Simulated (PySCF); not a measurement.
A structure optimised at PBE0-D3(BJ)/def2-SVP, used in a PySCF frequency run:

```xyz
12

Si    -2.5274     0.7897    -0.2949
C     -0.9275     0.1141    -1.0721
O     -0.3647    -0.9186    -0.2812
Si     0.8034    -0.7351     0.8699
Cl     2.4278     0.2569     0.0538
H     -3.0902     1.8604    -1.1738
H     -2.2300     1.3606     1.0534
H     -3.5224    -0.3125    -0.1467
H     -1.1548    -0.3043    -2.0672
H     -0.2037     0.9329    -1.2436
H      1.2073    -2.0990     1.2805
H      0.3398     0.0940     2.0155
```
Charge 0, spin multiplicity 1.

**Question.** Write its SMILES and formula.

**Answer.** [SiH3]CO[SiH2]Cl, CH₇ClOSi₂

**Question.** What are its rotational constants (standard atomic weights)?

**Answer.** 5.4206, 1.0154, 0.95346 GHz
